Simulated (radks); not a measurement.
The numbers below are computed, except where a source is named.
Polarisability of the tantalum ion Ta+, [Xe] 4f14 5d3 6s1, at imaginary frequency. Level of theory: scalar-relativistic Kohn-Sham, LDA (Slater exchange, VWN5 correlation), spin-polarised, spherical densities, finite nucleus; open shells are filled with parallel spins first (spin-orbit coupling, left out, can overturn this in heavy ions); Fermi nuclear charge, rms radius 5.3507 fm (a radial shooting solver on a logarithmic mesh with Libxc functionals). Response by self-consistent Sternheimer equations with the Hartree and adiabatic LDA kernel, the relativistic mass of each level held fixed and spin-orbit coupling left out.

w (hartree)  alpha1(iw) (bohr^3)
0.00266                    39.01
0.0143                     38.87
0.0360                     38.11
0.0697                     35.90
0.118                      31.52
0.186                      25.31
0.280                      18.77
0.413                      13.21
0.605                      8.992
0.892                      5.916
1.35                       3.697
2.12                       2.109
3.59                       1.037
6.94                      0.4041
17.5                     0.09936

Static values: alpha1 = 39.02 bohr^3 (5.781 angstrom^3; uncoupled 64.32). C6 = 332.8, triple-dipole C9 = 8806 atomic units. One-pole (London) frequency 4 C6 / (3 alpha1^2) = 0.291 hartree, against 0.423 for minus the highest occupied eigenvalue.
